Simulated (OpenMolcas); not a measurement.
4d⁵ along the 41-electron sequence

```yaml
Program: OpenMolcas
Method: MS-CASPT2, IPEA 0.25 Eh, imaginary shift 0.1 Eh
Basis: ANO-RCC-VTZP
Scalar_Hamiltonian: DKH2, point nucleus
Spin-orbit_coupling: RASSI with atomic mean-field integrals over the reference wave functions, term energies averaged over their components
```

Active space for each ion: 5 electrons in 5 orbitals (4d); closed shells correlated by CASPT2: 4s 4p.

Computed levels in cm-1 above ⁶S_5/2:

```
                               Level   Ru3+   Rh4+   Pd5+   Ag6+
                              ⁴G_5/2  23850  26470  28610  31380
                              ⁴G_7/2  24070  26830  29210  32240
                             ⁴G_11/2  24150  26950  29410  32510
                              ⁴G_9/2  24210  27040  29550  32710
                              ⁴P_3/2  26650  29580  31910  34960
                              ⁴P_1/2  27360  30530  33170  36500
                              ⁴D_7/2  28480  31830  34730  38430
                              ⁴D_1/2  29330  33050  36410  40480
                              ⁴D_5/2  29870  33680  37080  41150
weight of ⁶S in the lowest level (%)     99     99     98     98
```

Mixed levels, with the weight of the term that names them: Ru3+ ⁴P_3/2 (59 %), Ru3+ ⁴P_1/2 (71 %), Ru3+ ⁴D_1/2 (71 %), Ru3+ ⁴D_5/2 (59 %), Rh4+ ⁴P_3/2 (57 %), Rh4+ ⁴P_1/2 (68 %), Rh4+ ⁴D_1/2 (69 %), Rh4+ ⁴D_5/2 (57 %), Pd5+ ⁴P_3/2 (55 %), Pd5+ ⁴P_1/2 (67 %), Pd5+ ⁴D_1/2 (68 %), Pd5+ ⁴D_5/2 (56 %), Ag6+ ⁴P_3/2 (55 %), Ag6+ ⁴P_1/2 (68 %), Ag6+ ⁴D_1/2 (69 %), Ag6+ ⁴D_5/2 (56 %).

Measured, with the error of the calculation in %. Measured levels: Ag6+ from the list in Gamrath, thesis, University of Mons (2023).

| Level | Ag6+ |
| --- | --- |
| ⁴G_5/2 | 29390 (+6.8) |
| ⁴G_7/2 | 30378 (+6.1) |
| ⁴G_11/2 | 30662 (+6.0) |
| ⁴G_9/2 | 30907 (+5.8) |
| ⁴P_3/2 | 32994 (+6.0) |
| ⁴P_1/2 | 34605 (+5.5) |
| ⁴D_7/2 | 36485 (+5.3) |
| ⁴D_1/2 | 38685 (+4.6) |
| ⁴D_5/2 | 39299 (+4.7) |

⁴G_5/2 changes by a factor of 1.32 over the same range, with steps per unit of Z of +2620, +2140, +2770 cm-1.

CASPT2 breaks the degeneracy within a term, and the mean is taken; among the terms shown or strongly mixed into the levels shown the widest spread is 510 cm-1 (4d⁵ ⁴G, Ag6+). Blocks of more than 70 roots (2S+1 = 2 even) ran without multistate coupling. Computed and measured levels are paired by configuration, term and J; levels that our copy of the source lacks, or whose pairing is in doubt (as where it misses far off the trend of its configuration), stay unpaired and out of the deviations. Only configurations of the active space appear.
